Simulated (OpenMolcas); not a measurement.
Ionisation energies of beryllium

```json
{
  "Program": "OpenMolcas",
  "Basis": "ANO-R2 [4s3p1d]",
  "Scalar Hamiltonian": "X2C, finite nucleus",
  "Spin-orbit coupling": "state interaction with AMFI integrals over the reference wave functions, term energies averaged over their components"
}
```

Active shells in each charge state: the valence s, p shells, with orbitals averaged over the low states. Where CASPT2's correlated closed shells are named, they are those of the first ion.

A. CASSCF
B. SS-CASPT2, IPEA 0.25 Eh, imaginary shift 0.1 Eh (closed shells correlated: 1s)
C. SS-CASPT2, IPEA 0.25 Eh, imaginary shift 0.1 Eh (closed shells correlated: none)
D. SS-CASPT2, IPEA 0 Eh, imaginary shift 0.1 Eh (closed shells correlated: 1s)

Energies in eV between the lowest computed levels, named as in B; reference values from the NIST Atomic Spectra Database with their kind.

| From | To | A | B | C | D | Spin-orbit share in B | Reference |
| --- | --- | --- | --- | --- | --- | --- | --- |
| Be 2s² ¹S₀ | Be+ 2s ²S_1/2 | 9.224 | 9.261 | 9.261 | 9.263 | +0.000 | 9.323 (measured) |
| Be+ 2s ²S_1/2 | Be2+ 1s² ¹S₀ | 18.125 | 18.164 | 18.125 | 18.165 | +0.000 | 18.211 (measured) |

Error against the reference values, in %:

```csv
From,Reference,A,B,C,D
Be,measured,-1.1,-0.7,-0.7,-0.6
Be+,measured,-0.5,-0.3,-0.5,-0.3
```

Mean absolute error over the 2 measured values: A 0.09 eV, B 0.05 eV, C 0.07 eV, D 0.05 eV.
